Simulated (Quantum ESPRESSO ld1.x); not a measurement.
Radial electron density D(r) = 4 pi r^2 rho(r) of an atom or ion with 26 electrons. All-electron calculation, Dirac Kohn-Sham, relativistic LDA (MacDonald-Vosko exchange, VWN5 correlation), spin-unpolarised, spherical densities, point nucleus. Program: ld1.x of Quantum ESPRESSO 7.5.

r (bohr)  D(r) (e/bohr)
0.002229         0.7367
0.00295           1.230
0.003934          2.057
0.005205          3.337
0.006942          5.368
0.009186          8.282
0.01225           12.44
0.01621           17.58
0.02162           23.45
0.02861           28.51
0.03816           31.25
0.05089           30.23
0.06733           26.67
0.08981           24.43
0.1188            27.34
0.1585            33.35
0.2097            33.94
0.2797            24.94
0.3701            15.03
0.4936            13.57
0.6531            16.47
0.871             14.34
1.152             8.251
1.537             3.579
2.034             1.733
2.713             1.009
3.589            0.5437
4.787            0.2144
6.334           0.06260
8.448           0.01257
11.18          0.001698
14.91         0.0001082

What is the nuclear charge?

Answer. Z = 26. The innermost maximum, from 1s, lies near gamma/Z bohr with gamma = sqrt(1 - (Z/c)^2) = 0.982, here 0.0378 bohr (found: 0.0407), and its height grows with Z. The density is that of neutral iron in [Ar] 3d6 4s1.5 4p0.5; the configuration itself is not fixed sharply by these data, and Z only to about a unit. D(r) has 3 maxima, at r = 0.0407, 0.186, 0.691 bohr, and minima at 0.0891, 0.445 bohr, inside which lie 2.12, 10.70 electrons.
